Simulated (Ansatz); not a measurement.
Stepwise reaction of `[CH3][GeH2][F]` with hydrogen fluoride, as a gas-phase model of exchange steps in deposition or etching. ΔE in kJ/mol; ΔG adds harmonic PBE0-D4 terms to CCSD(T)/CBS, at 1 bar.

Isolated molecules relaxed with PBE0-D4/def2-TZVP in Ansatz; ΔE leaves out vibrations. CCSD(T)/CBS is the MP2 limit (def2-TZVPP, def2-QZVPP) plus CCSD(T) − MP2 in def2-TZVPP, frozen cores. This one scheme is used for every species. DFT in def2-TZVPP. B3LYP here is the variant with VWN-RPA as its local correlation; programs differ in this. For Ge outer-core shells are correlated without core-valence functions, which leaves a few kJ/mol of doubt a bond. Scalar relativity is left out up to krypton.

```json
{"step": "1", "reaction": "`[CH3][GeH2][F]` + H–F → `[CH3][GeH]([F])[F]` + H₂", "PBE-D4": "-58.9", "B3LYP-D4": "-62.7", "ωB97M-V": "-62.1", "CCSD(T)/CBS": "-56.4", "ΔG(500 K)": "-56.6"}
```

Problem. Give the row of step 2, `[CH3][GeH]([F])[F]` + H–F → `[CH3][Ge]([F])([F])[F]` + H₂. (Best estimate.)

Solution. The calculation gave: 
| step | reaction | PBE-D4 | B3LYP-D4 | ωB97M-V | CCSD(T)/CBS | ΔG(500 K) |
| --- | --- | --- | --- | --- | --- | --- |
| 2 | `[CH3][GeH]([F])[F]` + H–F → `[CH3][Ge]([F])([F])[F]` + H₂ | -53.5 | -57.0 | -57.3 | -51.9 | -47.1 |

Problem. By hand: ΔE of the 2 steps together at CCSD(T)/CBS.

Solution. (-56.4) + (-51.9) = -108.3 kJ/mol, or -54.1 kJ/mol a step.

In ΔE the steps differ by no more than 4.5 kJ/mol. All are downhill at CCSD(T)/CBS. ΔG lies between -56.6 and -47.1 kJ/mol a step. PBE-D4 differs from CCSD(T)/CBS by -2.5 to -1.6 kJ/mol a step. Isolated molecules leave out the surface, adducts and barriers. Largest T1 diagnostic: 0.012.
